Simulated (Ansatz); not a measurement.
Geometry optimisation, RKS BHLYP-D4/STO-3G in Ansatz 0.2.0.

Input:

```yaml
crystal:
  periodic: [false, false, false]
  atoms:
    - { symbol: O, position_ang: [1.0587, -1.9023, 2.0809] }
    - { symbol: C, position_ang: [0.5939, -1.0527, 1.247] }
    - { symbol: O, position_ang: [0.1469, -1.4625, -0.0075] }
    - { symbol: C, position_ang: [-0.2179, -0.4278, -0.9018] }
    - { symbol: Si, position_ang: [-0.2402, 1.2608, -0.2168] }
    - { symbol: S, position_ang: [0.5408, 0.6821, 1.6676] }
    - { symbol: H, position_ang: [0.3493, -0.5048, -1.7977] }
    - { symbol: H, position_ang: [-1.2745, -0.6959, -1.1889] }
    - { symbol: H, position_ang: [-1.5851, 1.8891, 0.0045] }
    - { symbol: H, position_ang: [0.7112, 2.1628, -0.8843] }
basis:
  gaussian: { orbitals: STO-3G }
hamiltonian:
  xc: { name: BHLYP }
  dispersion: d4
relax:
  f_tol: 0.02
  max_steps: 40
```

Run as:

```bash
$ ansatz run input.yaml --threads 1 --pin off --max-ram 2048MiB --backend cpu --events-out ev --progress --plain --runs-dir out
```

Task: Where does it end, and by what steps?

Result: The forces met the threshold. Limits of this set-up: minimal basis. After 7 steps the energy has fallen by 0.458 eV; H10 moved furthest, 0.10 Å.

```tsv
step	energy less start (eV)	largest force component (eV/Å)	accepted
0	0.0000	3.624	yes
1	-0.3526	1.320	yes
2	-0.3839	1.524	yes
3	-0.3133	3.012	no
4	-0.4501	0.611	yes
5	-0.4571	0.260	yes
6	-0.4575	0.142	yes
7	-0.4581	0.013	yes
```

```xyz
10
Properties=species:S:1:pos:R:3
O 1.041 -1.919 2.051
C 0.623 -1.052 1.286
O 0.087 -1.479 0.037
C -0.277 -0.438 -0.918
Si -0.226 1.284 -0.155
S 0.625 0.717 1.689
H 0.411 -0.509 -1.772
H -1.278 -0.689 -1.293
H -1.532 1.858 -0.018
H 0.609 2.176 -0.904
```

The run took 45 s on 1 thread of Arm Neoverse N1, with other jobs on the host, peak memory 0.15 GiB.
